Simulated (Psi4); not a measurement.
Torsional profile of SMILES C[Si](C)(C)[SiH2][SiH2]Cl, singlet. Scanned: dihedral Si2–Si5–Si6–Cl7; all other coordinates were relaxed at GFN2-xTB. GFN2-xTB can order the conformers of Si and Ge chains otherwise than DFT does. Points at φ and −φ are mirror images.

Geometry of the scan point at -15° (Å):
```
20

C     -0.8614     0.1600     1.8179
Si    -0.7496    -0.2134    -0.0528
C     -1.2782     1.3549    -1.0073
C     -1.9857    -1.6156    -0.4595
Si     1.4451    -0.8040    -0.6274
Si     3.1292     0.5893     0.1492
Cl     2.2970     2.3465     0.7773
H     -1.8696     0.4367     2.1138
H     -0.2061     0.9831     2.0874
H     -0.5708    -0.7000     2.4148
H     -0.6258     2.1894    -0.7670
H     -2.2936     1.6544    -0.7625
H     -1.2326     1.2016    -2.0818
H     -3.0052    -1.3446    -0.1985
H     -1.9714    -1.8556    -1.5184
H     -1.7394    -2.5234     0.0831
H      1.6020    -0.9079    -2.0907
H      1.7885    -2.1645    -0.1735
H      4.1508     1.0018    -0.8163
H      3.8685     0.1031     1.3170
```

Calculation: PBE-D3(BJ)/def2-SVP // GFN2-xTB in Psi4.

Scanned values (°): -165, -150, -135, -120, -105, -90, -75, -60, -45, -30, -15, 0, 15, 30, 45, 60, 75, 90, 105, 120, 135, 150, 165, 180.

### Question
Locate the minima and the barriers on this grid.

### Answer
Lower than their neighbours: -45° (0.00 kJ/mol), 45° (0.00 kJ/mol), 180° (7.75 kJ/mol). Higher than their neighbours: -120° (12.44 kJ/mol), 0° (1.83 kJ/mol), 120° (12.44 kJ/mol). The whole profile spans 12.44 kJ/mol.
